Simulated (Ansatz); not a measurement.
Computed with Ansatz on PBE0-D4/def2-TZVP structures; ΔE is electronic, products minus reactants. CCSD(T)/CBS adds triple-zeta CCSD(T) − MP2 to the extrapolated MP2 energy (def2 sets, frozen cores). This one scheme is used for every species. Functionals use def2-TZVPP. For Ge outer-core shells are correlated without core-valence functions, which leaves a few kJ/mol of doubt a bond. Scalar relativity is left out up to krypton. One conformer a species, not always the lowest.

Reaction (hydrogenolysis of a Ge–Cl bond): `C[O][Ge]([SH])([Cl])[Cl]` + H₂ → `C[O][GeH]([SH])[Cl]` + HCl

| level | ΔE (kJ/mol) |
| --- | --- |
| B2PLYP | 49.8 |
| SCS-MP2/def2-TZVPP | 54.5 |
| HF/CBS(def2) | 39.4 |
| CCSD/CBS(def2) | 46.7 |

**Question.** What does CCSD(T)/CBS give? (An estimate is asked.)

**Answer.** Computed: +51.4 kJ/mol. The listed levels differ from it by -1.6, 3.1, -12.0, -4.7 kJ/mol.

Largest T1 diagnostic among the species: 0.011.

In def2-TZVPP, CCSD(T) changes the Hartree–Fock value by +10.3 kJ/mol (the triples alone add +4.6 kJ/mol) and MP2 by +19.8 kJ/mol. The D4 term adds +10.5 kJ/mol with B3LYP and +5.7 kJ/mol with PBE0; it sums over pairs of atoms, weighted by their polarisabilities, and B3LYP, whose exchange is more repulsive, gets the larger term.

B3LYP here is the variant with VWN-RPA as its local correlation; programs differ in this.
